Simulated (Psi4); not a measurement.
Psi4 input (wB97X-D/6-311+G**):

```
memory 1500 MB

molecule {
1 1
N    -0.62356900    1.47173400   -0.63993200
Si   -0.17952900   -0.03579200   -0.08657300
N    -1.16421800   -0.59941700    1.12993900
O     0.46507300   -1.18615800   -1.01527100
O     1.50948600    0.33905200    0.58010300
H    -0.04196600    2.05294600   -1.22416900
H    -1.58183400    1.78594600   -0.62191400
H    -1.75188800   -0.01302500    1.70160900
H    -1.26819800   -1.58011100    1.34036200
H     0.03090400   -1.57130400   -1.78173800
H     2.20400200   -0.32620200    0.43926700
H     1.64043200    0.82346400    1.40989700
symmetry c1
no_reorient
no_com
}

set {
  basis 6-311+G**
  reference rks
  scf_type df
  df_basis_scf def2-universal-jkfit
  dft_radial_points 99
  dft_spherical_points 590
  e_convergence 1e-8
  d_convergence 1e-7
  maxiter 150
}

e = energy('wb97x-d')
print_out(f'\nFINAL {e:.10f} DIPOLE {variable("CURRENT DIPOLE")[0]:.6f} {variable("CURRENT DIPOLE")[1]:.6f} {variable("CURRENT DIPOLE")[2]:.6f}\n')
```

From the output:

```
     137A      3.554723   138A      3.709017   139A      3.756637
     140A      3.770421   141A      3.806927   142A      4.198470
     143A      4.335725   144A      4.666528   145A      4.674624
     146A      4.825195   147A      4.939488   148A      4.980592
     149A      5.179379   150A      5.430359   151A      5.490245
     152A      5.749823   153A     11.287069   154A     11.516476
     155A     11.545262   156A     35.517537   157A     35.549348
     158A     49.774422   159A     49.872462   160A    141.215394

    Final Occupation by Irrep:
              A
    DOCC [    25 ]
    NA   [    25 ]
    NB   [    25 ]

  @DF-RKS Final Energy:  -553.56677682076190

   => Energetics <=

    Nuclear Repulsion Energy =            274.9485412846502754
    One-Electron Energy =               -1298.9983986428833305
    Two-Electron Energy =                 509.0194982863326345
    DFT Exchange-Correlation Energy =     -38.5325902888424281
    Empirical Dispersion Energy =          -0.0038274600190235
    VV10 Nonlocal Energy =                  0.0000000000000000
    Total Energy =                       -553.5667768207619019

Computation Completed

Properties will be evaluated at   0.000000,   0.000000,   0.000000 [a0]

Properties computed using the SCF density matrix

 Multipole Moments:

 ------------------------------------------------------------------------------------
     Multipole            Electronic (a.u.)      Nuclear  (a.u.)        Total (a.u.)
 ------------------------------------------------------------------------------------

 L = 1.  Multiply by 2.5417464519 to convert [e a0] to [Debye]
 Dipole X            :          0.4951946            0.0000170            0.4952116
 Dipole Y            :          0.3029396           -0.0000057            0.3029339
 Dipole Z            :          0.5767998           -0.0000057            0.5767941
 Magnitude           :                                                    0.8183489

 ------------------------------------------------------------------------------------

FINAL -553.5667768208 DIPOLE 0.495212 0.302934 0.576794

*** Psi4 exiting successfully. Buy a developer a beer!
```

The dipole moment of an ion depends on the origin.

The geometry given is a B3LYP-D3(BJ)/def2-TZVP minimum.
